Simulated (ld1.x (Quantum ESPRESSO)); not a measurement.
**Pseudopotential generation for Ce (Z = 58): PAW, LDA (PZ), scalar-relativistic.**

Ce (Z = 58), PAW, made with ld1.x (Quantum ESPRESSO) 7.5 (LDA (PZ), scalar-relativistic). Core [Kr] 4d10, reference 4f1 5s2 5p6 5d1 6s2 6p0. Waves: 5s (bound): rcut 1.95, rcutus 2.10 bohr; 6s (bound): rcut 1.95, rcutus 2.10 bohr; 5p (bound): rcut 2.30, rcutus 2.65 bohr; 6p (bound, empty): rcut 2.30, rcutus 2.65 bohr; 5d (bound): rcut 2.85, rcutus 3.25 bohr; 5d channel at 2.7 Ry: rcut 2.85, rcutus 3.25 bohr; 4f (bound): rcut 0.85, rcutus 1.00 bohr; 4f channel at -0.1 Ry: rcut 0.85, rcutus 1.00 bohr. Local part: all-electron potential smoothed inside 1.00 bohr (lloc = -1). Core correction: Bessel-smoothed model core inside 0.70 bohr. Augmentation charge: PSQ, inside the norm-conserving radii.

All-electron outer shells of the reference configuration (LDA (PZ), scalar-relativistic, ld1.x):

| shell | level (eV) | outermost node (bohr) | outermost maximum (bohr) |
| --- | --- | --- | --- |
| 4p | -210.63 | 0.33 | 0.62 |
| 4d | -110.44 | 0.31 | 0.66 |
| 5s | -40.72 | 0.75 | 1.37 |
| 5p | -23.30 | 0.81 | 1.53 |
| 4f | -5.61 | – | 0.71 |
| 6s | -3.89 | 1.81 | 3.68 |
| 5d | -3.18 | 0.92 | 2.18 |
| 6p | -1.41 | 2.15 | 4.90 |

What the tests gave:

```json
{
 "Configuration tests": "test run stopped at test 8 of 9 (negative rho)",
 "Lowest eigenvalue of the overlap operator": "-0.33 (p channel); it is negative, so in a basis up to 400 Ry S is not positive definite and the file is unfit for use",
 "Density cutoff estimated by the generator": "939 Ry"
}
```

The ghost test of this file was not conclusive. Its overlap operator is not positive definite in a basis up to 400 Ry (lowest eigenvalue s -0.04, p -0.33), so the file is unfit for use: the generalised eigenproblem breaks down once the basis is large enough, and its test numbers describe a broken file.

Generation and tests took about 2.5 s on one core of a shared server CPU.
